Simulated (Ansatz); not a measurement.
Reaction (cleavage of the Si–B bond): `[SiH3][B](Cl)[GaH2]` + `NN[SiH3]` → `NN([SiH3])[SiH3]` + `Cl[BH][GaH2]`

Computed with Ansatz on PBE0-D4/def2-TZVP structures; ΔE is electronic, products minus reactants. CCSD(T)/CBS adds triple-zeta CCSD(T) − MP2 to the extrapolated MP2 energy (def2 sets, frozen cores). Functionals use def2-TZVPP. B3LYP here is the variant with VWN-RPA as its local correlation; programs differ in this. HSE06 is defined as in plane-wave codes. For Ga outer-core shells are correlated without core-valence functions, which leaves a few kJ/mol of doubt a bond. Scalar relativity is left out up to krypton. Each species was taken in one conformer, which may not be the lowest.

```
          level  ΔE (kJ/mol)  difference from CCSD(T)/CBS
       B3LYP-D4        -64.9                          2.4
       HSE06-D4        -53.5                         13.8
         B2PLYP        -69.0                         -1.7
            PBE        -46.6                         20.7
         r2SCAN        -60.3                          7.0
      CAM-B3LYP        -67.5                         -0.2
   MP2/def2-SVP        -74.9                         -7.6
 MP2/def2-TZVPP        -76.5                         -9.2
CCSD/def2-TZVPP        -70.5                         -3.2
  HF/def2-QZVPP        -81.0                        -13.7
    CCSD(T)/CBS        -67.3                            0
```

Largest T1 diagnostic among the species: 0.015.

From BLYP to BHLYP (50 % exact exchange), in def2-TZVPP and without D4, ΔE moves by −12.4 kJ/mol. Leaving LDA and LC-ωPBE aside and taking each functional with its dispersion term where it has one, the values, not all of them listed here, spread over 23.0 kJ/mol, from BHLYP-D4 to PBE-D4. In def2-TZVPP, CCSD(T) changes the Hartree–Fock value by +10.1 kJ/mol (the triples alone add +1.0 kJ/mol) and MP2 by +3.1 kJ/mol.

CCSD(T)/CBS has its own doubt, a few kJ/mol and more with outer-core shells, so smaller differences from it don't rank the levels.
